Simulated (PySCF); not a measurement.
Molecule: `CC(C)S(C)(=O)=O`, C4H10O2S.

Geometry:
```json
{"atom": "C1", "x (Å)": "-1.224", "y (Å)": "1.616", "z (Å)": "-0.594"}
{"atom": "C2", "x (Å)": "-0.524", "y (Å)": "0.476", "z (Å)": "0.131"}
{"atom": "C3", "x (Å)": "-1.107", "y (Å)": "-0.888", "z (Å)": "-0.186"}
{"atom": "S4", "x (Å)": "1.221", "y (Å)": "0.564", "z (Å)": "-0.367"}
{"atom": "C5", "x (Å)": "2.084", "y (Å)": "-0.602", "z (Å)": "0.675"}
{"atom": "O6", "x (Å)": "1.714", "y (Å)": "1.895", "z (Å)": "-0.011"}
{"atom": "O7", "x (Å)": "1.312", "y (Å)": "0.082", "z (Å)": "-1.746"}
{"atom": "H8", "x (Å)": "-0.755", "y (Å)": "2.580", "z (Å)": "-0.357"}
{"atom": "H9", "x (Å)": "-1.172", "y (Å)": "1.462", "z (Å)": "-1.682"}
{"atom": "H10", "x (Å)": "-2.283", "y (Å)": "1.650", "z (Å)": "-0.297"}
{"atom": "H11", "x (Å)": "-0.507", "y (Å)": "0.670", "z (Å)": "1.217"}
{"atom": "H12", "x (Å)": "-0.982", "y (Å)": "-1.110", "z (Å)": "-1.256"}
{"atom": "H13", "x (Å)": "-0.632", "y (Å)": "-1.694", "z (Å)": "0.394"}
{"atom": "H14", "x (Å)": "-2.181", "y (Å)": "-0.899", "z (Å)": "0.052"}
{"atom": "H15", "x (Å)": "1.939", "y (Å)": "-0.331", "z (Å)": "1.728"}
{"atom": "H16", "x (Å)": "3.140", "y (Å)": "-0.483", "z (Å)": "0.396"}
{"atom": "H17", "x (Å)": "1.750", "y (Å)": "-1.624", "z (Å)": "0.462"}
```

Geometry PBE0-D3(BJ)/def2-SVP throughout; GIAO in PySCF 2.14, gas phase, one conformer, non-relativistic; equivalent atoms averaged; functional PBE0.

(1) How do the absolute shieldings σ depend on the basis set? (ppm; last column core-seconds on shared hosts with different chips, so compare them loosely)

(2) Which nucleus moves most, in ppm?

(3) Taking the largest basis, def2-TZVP (283 functions), as the yardstick, rank the others by their worst heavy-atom deviation.

Results:

(1) 
| basis set | functions | C2 | C5 | C1/C3 | S4 | O6/O7 | H15/H16/H17 | H11 | H8/H9/H10/H12/H13/H14 | core-s |
| --- | --- | --- | --- | --- | --- | --- | --- | --- | --- | --- |
| STO-3G | 49 | 194.1 | 209.1 | 214.5 | 681.6 | 217.7 | 30.94 | 31.08 | 31.61 | 9.3 |
| pcSseg-0 | 87 | 129.1 | 146.1 | 176.4 | 221.1 | 134.0 | 29.86 | 30.15 | 31.32 | 12 |
| 6-31G | 87 | 140.4 | 159.7 | 184.2 | 292.3 | 167.8 | 30.29 | 30.01 | 31.22 | 20 |
| 6-31G* | 122 | 140.4 | 157.8 | 179.1 | 243.7 | 160.4 | 29.81 | 29.44 | 30.73 | 27 |
| cc-pVDZ | 152 | 137.3 | 157.8 | 180.8 | 262.1 | 155.4 | 28.93 | 28.89 | 30.09 | 27 |
| def2-SVP | 152 | 136.4 | 155.1 | 179.0 | 263.7 | 153.3 | 28.87 | 28.93 | 30.18 | 24 |
| pcSseg-1 | 176 | 125.4 | 143.1 | 168.7 | 184.3 | 132.7 | 28.69 | 28.86 | 29.98 | 22 |
| aug-cc-pVDZ | 255 | 134.8 | 156.5 | 180.4 | 269.2 | 158.3 | 28.80 | 28.54 | 30.05 | 62 |
| 6-311+G(2d,p) | 257 | 126.8 | 146.2 | 171.3 | 163.4 | 126.9 | 28.94 | 28.67 | 30.23 | 78 |
| def2-TZVP | 283 | 126.9 | 146.6 | 170.9 | 129.7 | 127.2 | 28.99 | 28.67 | 30.19 | 80 |

(2) S4 (sulfone sulfur): from 129.7 ppm with def2-TZVP to 681.6 ppm with STO-3G. The smallest spread is 1.63 ppm, at H8/H9/H10/H12/H13/H14. Proton shifts span only some 12 ppm, so a few tenths of a ppm matter as much there as several ppm in carbon.

(3) 6-311+G(2d,p) 33.7 ppm (257 functions), pcSseg-1 54.6 ppm (176 functions), pcSseg-0 91.4 ppm (87 functions), 6-31G* 114.0 ppm (122 functions), cc-pVDZ 132.5 ppm (152 functions), def2-SVP 134.0 ppm (152 functions), aug-cc-pVDZ 139.5 ppm (255 functions), 6-31G 162.6 ppm (87 functions), STO-3G 551.9 ppm (49 functions).

A small basis that lands close on one nucleus may do so by chance; judge by the trend and by all nuclei.
